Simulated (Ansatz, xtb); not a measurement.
## Relative energy of two isomers of C3H6BBrO

Structure a is `B[C@@H]1OC[C@H]1Br`, a singlet and structure b is `B[C@@H]1OC[C@@H]1Br`, a singlet. Both are isolated molecules in the gas phase, relaxed with PBE0-D3(BJ)/def2-SVP; the shapes shown needn't be the lowest conformers.

a (Å):

| atom | x (Å) | y (Å) | z (Å) |
| --- | --- | --- | --- |
| C | -1.2406 | -1.4294 | 0.7824 |
| C | -1.4905 | -0.7442 | -1.1376 |
| C | -0.5256 | -0.3303 | -0.0282 |
| B | -0.4492 | -2.4139 | 1.6868 |
| Br | -0.5817 | 1.4794 | 0.6258 |
| O | -1.8528 | -1.9184 | -0.4214 |
| H | -0.5705 | -3.6083 | 1.5744 |
| H | 0.2596 | -1.9428 | 2.5448 |
| H | -1.9984 | -0.9566 | 1.4538 |
| H | -2.3353 | -0.0412 | -1.2594 |
| H | -1.0479 | -0.9614 | -2.1236 |
| H | 0.5275 | -0.5452 | -0.2489 |

b (Å):

```tsv
atom	x (Å)	y (Å)	z (Å)
C	-1.4070	-1.3043	0.9013
C	-1.5680	-0.9606	-1.1175
C	-0.7827	-0.2493	-0.0203
B	-0.3208	-2.0620	1.7478
Br	1.1640	-0.4549	-0.1506
O	-1.9786	-1.9867	-0.2295
H	0.1650	-1.4746	2.6848
H	-0.0321	-3.2091	1.5185
H	-2.1966	-0.8685	1.5482
H	-2.4150	-0.3545	-1.4940
H	-0.9835	-1.3331	-1.9742
H	-0.9659	0.8144	0.1668
```

Quicker runs give these differences E(b) − E(a): GFN2-xTB +0.009 eV; HF/STO-3G +0.007 eV (at GFN2-xTB geometries); r2SCAN-D4/def2-SVP −0.015 eV (at GFN2-xTB geometries).

Q: Estimate E(b) − E(a) at the level CCSD(T)/def2-SVP + ΔMP2/def2-TZVPP.

A: Too close to call at this level: CCSD(T)/def2-SVP + ΔMP2/def2-TZVPP gives E(b) − E(a) = −0.019 eV.

How the difference moves with the method:

```json
{"level": "GFN2-xTB", "geometry": "GFN2-xTB", "E(b) − E(a) (eV)": "+0.009", "departure from the last row (eV)": "+0.027", "job, with rough time for the two": "optimisation, 0.36 s"}
{"level": "HF/STO-3G", "geometry": "GFN2-xTB", "E(b) − E(a) (eV)": "+0.007", "departure from the last row (eV)": "+0.026", "job, with rough time for the two": "single point, 1.2 s"}
{"level": "r2SCAN-D4/def2-SVP", "geometry": "GFN2-xTB", "E(b) − E(a) (eV)": "−0.015", "departure from the last row (eV)": "+0.004", "job, with rough time for the two": "single point, 6.1 s"}
{"level": "PBE0-D3(BJ)/def2-SVP", "geometry": "PBE0-D3(BJ)/def2-SVP", "E(b) − E(a) (eV)": "−0.028", "departure from the last row (eV)": "−0.010", "job, with rough time for the two": "optimisation, 2.2 min"}
{"level": "HF/def2-SVP", "geometry": "PBE0-D3(BJ)/def2-SVP", "E(b) − E(a) (eV)": "+0.041", "departure from the last row (eV)": "+0.059", "job, with rough time for the two": "part of the CCSD(T) run"}
{"level": "MP2/def2-SVP", "geometry": "PBE0-D3(BJ)/def2-SVP", "E(b) − E(a) (eV)": "−0.008", "departure from the last row (eV)": "+0.011", "job, with rough time for the two": "part of the CCSD(T) run"}
{"level": "CCSD(T)/def2-SVP", "geometry": "PBE0-D3(BJ)/def2-SVP", "E(b) − E(a) (eV)": "−0.016", "departure from the last row (eV)": "+0.003", "job, with rough time for the two": "single point"}
{"level": "CCSD(T)/def2-SVP + ΔMP2/def2-TZVPP", "geometry": "PBE0-D3(BJ)/def2-SVP", "E(b) − E(a) (eV)": "−0.019", "departure from the last row (eV)": "", "job, with rough time for the two": "single point, 1.7 min"}
```

As drawn, both hold the same kinds of bond in the same numbers.

The largest departure from CCSD(T)/def2-SVP + ΔMP2/def2-TZVPP is that of HF/def2-SVP, 0.059 eV. The last row adds to CCSD(T) the change of the MP2 difference between the two basis sets, here −0.003 eV.

With thermal terms from frequencies at re-optimised GFN2-xTB minima (ideal gas, soft modes damped towards free rotors, one conformer each, 298.15 K, 1 atm): the zero-point term adds +0.029 eV; ΔH is −0.001 and ΔG +0.023 eV.

The correlated steps freeze 14 core orbitals; the filled d shell of Br is correlated, in a basis made for valence electrons. Programs: Ansatz 0.2.0, xtb 6.7.1; the last row on 2 threads of Intel(R) Xeon(R) Platinum 8259CL CPU @ 2.50GHz (Skylake/Cascade Lake) on a shared host.
